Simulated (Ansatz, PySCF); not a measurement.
# From computed data to an observable: transport gap, exciton binding and injection barriers

C₁₀H₇N₃, SMILES C1=CC2=NC=CC3=CC=NC(=C1)N32.

Geometry: PBE-D3(BJ)/def2-SVP.

Gas-phase, vertical values: ionisation energy 6.83 eV and electron affinity 0.75 eV from ΔSCF with PBE/def2-SVPD (Ansatz, a first-principles code); S1 1.65 eV and T1 1.45 eV from TDA-PBE/def2-SVP (PySCF). Assume, for the exercise, a film of permittivity 3.5, a cavity radius of 7.0 Å and electrodes of work function 5.3 eV (anode) and 4.2 eV (cathode), with aligned vacuum levels.

Work out the fundamental gap and exciton binding energy in the gas phase, the levels in the film by Born's model, the injection barriers and the thermal weight of S1 against T1 at 298 K.


Fundamental gap IE − EA = 6.08 eV; exciton binding = gap − S1 = 4.43 eV.
Born polarisation P = (14.3996 eV Å / 2r)(1 − 1/ε) = 0.73 eV. Film: IE = 6.10 eV, EA = 1.48 eV, transport gap 4.62 eV; with S1 unchanged the binding falls to 2.97 eV.
Hole barrier IE − Φ(anode) = 0.80 eV; electron barrier Φ(cathode) − EA = 2.72 eV (a negative value means no barrier, and the level would pin).
ΔE(ST) = S1 − T1 = 0.20 eV, and the triplet has three sublevels, so the ratio S1/T1 is (1/3) exp(−ΔE/kT) = 0.00014 with kT = 0.02569 eV: small enough a gap for thermal return to the singlet. All inputs carry the errors of their functional, and relaxed states would shift them.
